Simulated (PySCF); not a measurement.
Nonlinear optical response: SMILES CCC1=C[C@@H]1CC, C7H12

Geometry (Å), atoms numbered from 1 in this order:
```xyz
19

C     3.154    0.047    0.012
C     1.881   -0.502   -0.626
C     0.691    0.257   -0.219
C     0.113    1.217    0.444
C    -0.798    0.356   -0.385
C    -1.728   -0.647    0.271
C    -3.060   -0.005    0.652
H     3.093   -0.021    1.096
H     4.022   -0.516   -0.324
H     3.290    1.091   -0.257
H     1.962   -0.468   -1.718
H     1.741   -1.551   -0.347
H     0.160    2.044    1.107
H    -1.198    0.761   -1.315
H    -1.912   -1.479   -0.415
H    -1.248   -1.049    1.166
H    -3.556    0.389   -0.232
H    -2.897    0.815    1.348
H    -3.719   -0.731    1.122
```

Method: quadratic response CAM-B3LYP/def2-SVPD first hyperpolarisability, Taylor convention, gas phase in PySCF. Geometry: GFN2-xTB.

**Question.** What is the first hyperpolarisability, and how does it disperse?

**Answer.** In 10⁻³⁰ esu, Taylor convention; the vector part is βᵢ = ⅓ Σⱼ (βᵢⱼⱼ + βⱼᵢⱼ + βⱼⱼᵢ); β∥ is 3/5 of the vector part along the dipole, the dipole points from − to +:
```tsv
process	λ (nm)	β vector norm	β∥	β HRS	depolarisation ratio
static β(0;0,0)	∞	0.37	0.17	0.24	2.27
second harmonic β(−2ω;ω,ω)	1064	0.42	0.20	0.28	2.25
Pockels β(−ω;ω,0)	1064	0.39	0.18	–	–
second harmonic β(−2ω;ω,ω)	800	0.47	0.22	0.31	2.22
Pockels β(−ω;ω,0)	800	0.40	0.19	–	–
```

**Question.** Which lowest excitations, dipole and polarisabilities go with it?

**Answer.** S1 6.33 eV (f = 0.007); S2 6.40 eV (f = 0.110); S3 6.77 eV (f = 0.011); dipole 0.91 D; isotropic α 82.3 au static, 82.9 au at 1064 nm, 83.4 au at 800 nm, 84.9 au at 532 nm, 87.2 au at 400 nm.
